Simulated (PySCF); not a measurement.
Constitutional and geometric isomers with formula C2H6N2. Isolated molecules, 0 K electronic values unless said otherwise. One relaxed conformer stands for each flexible species; it need not be the lowest. Strings in code marks are SMILES.

All values below come from B3LYP-D3(BJ)/def2-TZVP in PySCF. All candidates: neutral, multiplicity 1. B3LYP has the VWN-RPA correlation part, as in Gaussian. 

| Property | Result |
|---|---|
| HOMO–LUMO gap | 7.06 eV |
| HOMO | -6.59 eV |

### Question
Which member has these values?
(A) `C/N=C\N`
(B) `C1NCN1`
(C) `C=NCN`
(D) `[H]/N=C(/C)N`

### Answer
A, `C/N=C\N`. The others give `[H]/N=C(/C)N`: 7.11 eV, -6.76 eV; `C1NCN1`: 6.88 eV, -6.27 eV; `C=NCN`: 6.24 eV, -6.93 eV
